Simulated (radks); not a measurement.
Values are calculated unless marked as measured or tabulated.
Er66+, configuration [He].

Code: a radial shooting solver on a logarithmic mesh with Libxc functionals. Model: non-relativistic Kohn-Sham, LDA (Slater exchange, Perdew-Wang correlation), spin-unpolarised, spherical densities, point nucleus; relativity is left out, which matters for an element this heavy.

Energy parts (eV):
part                      energy
total                 -124517.07
kinetic                124510.12
electron-nucleus      -250331.52
Hartree                  2298.99
exchange-correlation     -994.66

Orbitals (lengths in bohr, moments of r in powers of bohr; r(max) is where P^2 peaks):
\begin{tabular}{lrrr}
orbital & occ. & eigenvalue (eV) & r(max) \\ \hline
1s & 2 & -61273.65 & 0.01477 \\
\end{tabular}

The highest occupied level is 1s at -61274 eV. Virial ratio -V/T = 2.00006. Summed over all electrons, <r^2> = 0.001316 bohr^2, which gives a Langevin (diamagnetic) susceptibility term of -0.00104 x 10^-6 cm^3/mol. The electron density at the nucleus is 1.98e+05 e/bohr^3. The density falls to 0.001 e/bohr^3 at r = 0.14 bohr.
